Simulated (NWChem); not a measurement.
Species: CH6O2Si2; SMILES O[Si@@H]1C[SiH2]O1

```xyz
11

O      0.1773    -2.1934    -0.5224
Si    -0.0315    -0.8643     0.4417
C     -1.3379     0.4350    -0.0496
Si     0.1717     1.5801    -0.1711
O      1.1911     0.2922     0.2684
H      0.4320    -2.0386    -1.4432
H     -0.1259    -1.4248     1.8066
H     -2.0612     0.6790     0.7350
H     -1.8782     0.2423    -0.9815
H      0.2259     2.6976     0.8070
H      0.4943     2.1019    -1.5265
```
Atoms are numbered in this order, from 1.

Coordinates come from a B3LYP/6-31G* (spherical d) optimisation.

 Unshifted, non-relativistic core excitations; the lowest 4 roots alone, so stronger bands may lie above.

List the first C K-edge excitations from B3LYP/6-311G** (spherical d), restricted-window TDA (NWChem).


| state | energy (eV) | dipole oscillator strength | leading excitation (squared amplitude) |
|---|---|---|---|
| S1 | 275.1 | 0.0023 | 1s of atom 3 or its equivalents → LUMO (0.99) |
| S2 | 275.7 | 0.0000 | 1s of atom 3 or its equivalents → LUMO+1 (0.93) |
| S3 | 276.0 | 0.0018 | 1s of atom 3 or its equivalents → LUMO+2 (0.88) |
| S4 | 276.5 | 0.0106 | 1s of atom 3 or its equivalents → LUMO+3 (0.78) |
